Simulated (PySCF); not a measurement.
# Correlation energy of C²⁺ (carbon, charge +2)

[He] 2s2, closed-shell 1S. Calculation: PySCF 2.14, in cc-pVDZ (3s2p1d, 14 functions); the non-relativistic Hamiltonian (point nucleus). Frozen: 1s2; 2 electrons correlated.

Total MP2 correlation energy: -39.43 mhartree.

Same-spin part 0.00 and opposite-spin part -39.43 mhartree; SCS-MP2 scales them by 1/3 and 6/5 to -47.32 mhartree.

With two correlated electrons CCSD is exact within the correlated space (frozen core and kept virtual orbitals).

```json
{"level": "CCSD", "correlation energy (mhartree)": "-71.98"}
```

Diagnostics: T1 = 0.0087, D1 = 0.0123, largest double amplitude 0.157.

Problem. Is a single reference adequate?

Solution. Not fully. A double-excitation amplitude exceeds 0.15, a sign of near-degeneracy.
